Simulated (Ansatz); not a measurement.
Basis sets compared for Ge₂₀H₃₀, a nanocrystal cut from cubic germanium. Charge 0, multiplicity 1. Geometry PBE-D4/def2-SVP. Ansatz on 11 threads of AMD EPYC 7R13 on a shared host and a whole NVIDIA H100 80GB HBM3; times are rough, and most runs start from earlier orbitals.

Cartesian coordinates in Å:
```
Ge 0.3906 -2.8864 1.0027
Ge 2.8143 -2.3398 -2.2099
Ge -2.6121 -1.2043 -1.1017
Ge -0.0428 -0.7375 -4.2111
Ge 3.8099 -0.8325 1.7497
Ge -1.6900 0.1944 2.5688
Ge 1.8294 2.1030 3.2412
Ge 0.7921 0.7895 -0.4992
Ge -2.2887 2.5851 -2.5202
Ge -1.4127 3.9172 0.9728
Ge 1.4120 -3.9161 -0.9714
Ge 2.2886 -2.5860 2.5217
Ge -0.7937 -0.7904 0.5012
Ge 1.6897 -0.1931 -2.5672
Ge -1.8279 -2.1010 -3.2421
Ge -3.8105 0.8313 -1.7499
Ge 2.6122 1.2035 1.1016
Ge 0.0446 0.7392 4.2103
Ge -2.8158 2.3401 2.2094
Ge -0.3913 2.8860 -1.0005
H -0.6169 -3.8964 1.6394
H 4.1685 -2.1642 -1.4678
H 3.1172 -2.9488 -3.6130
H -3.6245 -2.2117 -0.4685
H 0.6353 -1.5543 -5.3531
H -0.6587 0.5411 -4.8446
H 4.6779 -1.3843 0.5846
H 4.7689 -0.4602 2.9213
H -2.7005 -0.8095 3.2103
H 3.0404 2.1003 4.2233
H 1.3363 3.5703 3.1018
H -1.8221 2.2611 -3.9669
H -3.0719 3.9326 -2.5644
H -0.3431 4.5130 1.9302
H -2.3112 5.0905 0.4756
H 2.3109 -5.0895 -0.4752
H 0.3416 -4.5118 -1.9279
H 3.0719 -3.9335 2.5636
H 1.8235 -2.2633 3.9691
H 2.7010 0.8116 -3.2061
H -1.3350 -3.5685 -3.1044
H -3.0392 -2.0972 -4.2239
H -4.7674 0.4588 -2.9233
H -4.6808 1.3817 -0.5859
H 3.6245 2.2093 0.4660
H 0.6616 -0.5401 4.8415
H -0.6319 1.5542 5.3545
H -3.1230 2.9489 3.6116
H -4.1679 2.1626 1.4639
H 0.6168 3.8950 -1.6378
```

The 6-31G sets use Cartesian d functions. Single mean-field runs in 6-31G, def2-SVP, def2-TZVP are fitted with def2-universal-jkfit.

Binding counts from free atoms (Ge triplet, H doublet) in the same basis, without a counterpoise term.

| level | functions | energy (Eh) | HOMO (eV) | LUMO (eV) | binding per atom (eV) | wall time |
| --- | --- | --- | --- | --- | --- | --- |
| HF/STO-3G | 390 | -41053.5637 | -6.63 | 7.82 | 3.72 | 3 s |
| HF/6-31G | 640 | -41518.1914 | -8.85 | 1.55 | 1.88 | 4.2 s |
| PBE-D4/def2-SVP | 790 | -41547.0608 | -6.04 | -2.13 | 2.87 | 3.8 s |
| PBE0-D4/def2-SVP | 790 | -41548.1940 | -6.97 | -1.43 | 2.88 | 6.5 s |

**Question.** Estimate the rows for PBE-D4/def2-TZVP (with forces), PBE0-D4/def2-TZVP (with forces).

**Answer.** 
| level | functions | energy (Eh) | HOMO (eV) | LUMO (eV) | binding per atom (eV) | wall time |
| --- | --- | --- | --- | --- | --- | --- |
| PBE-D4/def2-TZVP (with forces) | 1140 | -41552.3031 | -6.07 | -2.23 | 2.87 | 7 s |
| PBE0-D4/def2-TZVP (with forces) | 1140 | -41553.4160 | -6.96 | -1.50 | 2.87 | 16 s |
